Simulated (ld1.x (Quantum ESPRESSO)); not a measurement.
## Configuration tests for terbium (Tb) (PAW)

* Element: Tb
* Generator: ld1.x (Quantum ESPRESSO) 7.5
* Type: PAW
* Functional: PBE
* Relativity: scalar-relativistic
* Frozen core: [Kr] 4d10
* Valence charge: 19
* Reference configuration: 4f9 5s2 5p6 5d0 6s2 6p0
* Partial waves: 5s (bound): rcut 1.80, rcutus 2.05 bohr; 6s (bound): rcut 1.80, rcutus 2.05 bohr; 5p (bound): rcut 2.10, rcutus 2.40 bohr; 6p (bound, empty): rcut 2.10, rcutus 2.40 bohr; 5d (bound, empty): rcut 2.50, rcutus 3.05 bohr; 5d channel at 1.5 Ry: rcut 2.50, rcutus 3.05 bohr; 4f (bound): rcut 0.95, rcutus 1.15 bohr; 4f channel at 3.7 Ry: rcut 0.95, rcutus 1.15 bohr
* Local potential: all-electron potential smoothed inside 2.10 bohr (lloc = -1)
* Core correction: Bessel-smoothed model core, default radius (core density twice the valence density)
* Augmentation charge: PSQ, radius 0.85 bohr

Energies are relative to the spin-unpolarised reference configuration 4f9 5s2 5p6 5d0 6s2 6p0; without spin polarisation the order of configurations can differ from experiment.

Its overlap operator is not positive definite in a basis up to 400 Ry (lowest eigenvalue s -0.02, p -0.17, d -1.26), so the file is unfit for use: the generalised eigenproblem breaks down once the basis is large enough, and its test numbers describe a broken file.

```json
{"valence configuration": "4f9 5s2 5p6 5d0 6s1 6p0", "charge": "+1", "ΔE all-electron (eV)": "6.163", "error AE − PS (meV)": "-3.0"}
{"valence configuration": "4f9 5s2 5p6 5d0 6s0 6p0", "charge": "+2", "ΔE all-electron (eV)": "17.687", "error AE − PS (meV)": "-7.7"}
{"valence configuration": "4f8 5s2 5p6 5d0 6s0 6p0", "charge": "+3", "ΔE all-electron (eV)": "42.990", "error AE − PS (meV)": "+60"}
{"valence configuration": "4f9 5s2 5p5 5d0 6s2 6p0", "charge": "+1", "ΔE all-electron (eV)": "30.020", "error AE − PS (meV)": "-34"}
{"valence configuration": "4f8 5s2 5p6 5d0 6s2 6p0", "charge": "+1", "ΔE all-electron (eV)": "10.049", "error AE − PS (meV)": "+50"}
{"valence configuration": "4f9 5s2 5p6 5d1 6s1 6p0", "charge": "0", "ΔE all-electron (eV)": "2.474", "error AE − PS (meV)": "+0.6"}
{"valence configuration": "4f9 5s2 5p6 5d0 6s1 6p1", "charge": "0", "ΔE all-electron (eV)": "2.614", "error AE − PS (meV)": "-1.3"}
```

Levels in the configuration 4f9 5s2 5p6 5d1 6s1 6p0:

```csv
level,all-electron (eV),pseudo (eV)
4f,-2.247,-2.292
5s,-46.616,-46.647
5p,-24.030,-24.056
5d,-0.944,-0.954
6s,-3.471,-3.474
```

The ghost test of this file was not conclusive.
